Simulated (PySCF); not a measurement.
# Dipole moment and polarisability of `ClC[SiH2]c1ncccn1`

Species: C5H7ClN2Si.
Structure used (GFN2-xTB), in Å, numbered top down from 1:
```xyz
16
C5H7ClN2Si angstrom
Cl     4.3775   -0.4913    0.2830
C      2.6393   -0.8263    0.0571
Si     1.6577    0.7910    0.3174
C     -0.1789    0.3904    0.0670
N     -0.5236   -0.8577   -0.2337
C     -1.8092   -1.1155   -0.4038
C     -2.7813   -0.1334   -0.2781
C     -2.3201    1.1374    0.0380
N     -1.0357    1.3956    0.2089
H      2.3780   -1.6033    0.7720
H      2.5297   -1.2350   -0.9448
H      2.0779    1.7859   -0.6700
H      1.8659    1.2793    1.6809
H     -2.0610   -2.1412   -0.6472
H     -3.8291   -0.3440   -0.4179
H     -2.9945    1.9769    0.1598
```

Level: wB97X-D/def2-SVPD (PySCF), static field, nuclei fixed, core orbitals frozen in the response. The polarisability tensor in these axes (au):

```
x   147.55  -0.84   6.34
y    -0.84 103.56   6.25
z     6.34   6.25  76.22
```

Problem. Diagonalise the tensor; give its mean and Δα, where Δα² is half the sum of the squared differences of the eigenvalues.

Solution. Principal values 74.30, 104.91 and 148.11 au; mean 109.11 au = 16.17 Å³ = 17.99 × 10⁻⁴⁰ C²·m²/J; Δα = 64.23 au (59 % of the mean).

Problem. What is the dipole moment, and where does it point?

Solution. (-4.58, -0.94, -0.61) D, 4.71 D in size, pointing from the negative to the positive side. Measured along this direction, the outermost atoms are Cl1 at the negative end and H15 at the positive end.

Problem. What molar refraction does this α imply?

Solution. Lorentz–Lorenz: R = (4π/3)N_A α = 2.5225 cm³/(mol·Å³) × 16.17 Å³ = 40.8 cm³/mol, in the limit of long wavelengths.

Problem. Directions of the eigenvectors, and the extent of the frame along each?

Solution. Largest value along (1.00, -0.01, 0.09), where the nuclei span 8.24 Å; middle along (-0.01, 0.98, 0.21), 4.21 Å; least along (-0.09, -0.21, 0.97), 2.41 Å. The response follows the extents in order.

Problem. Form Σ f/ω² (atomic units) for the 8 lowest TDDFT singlets, given as eV and f, and set it beside the mean polarisability, which is this sum over all singlets: 4.46, 0.0038; 4.55, 0.0001; 5.44, 0.0042; 5.49, 0.0022; 5.86, 0.0309; 6.52, 0.2206; 6.95, 0.0028; 6.99, 0.0186.

Solution. They add up to 5.14 au, 4.7 % of the 109.11 au; the largest single term is 3.84 au, from the state at 6.52 eV. Terms in order: 0.14, 0.00, 0.11, 0.06, 0.67, 3.84, 0.04, 0.28 au. Higher excitations give the rest. The strengths listed sum to 0.283.

Problem. What depolarisation ratio follows for Rayleigh scattering of linearly polarised light, taking the static tensor?

Solution. ρ = 3Δα²/(45ᾱ² + 4Δα²) = 12375.8/(535710 + 16501.1) = 0.0224.

Isolated species at its GFN2-xTB geometry (one conformer only).

The run behind these numbers computed excited states as well. On one thread of an Arm Neoverse N1, shared host with 64 logical CPUs at a one-minute load of 52, this took 1.8 min of wall time and 1.1 GiB of memory at its peak.
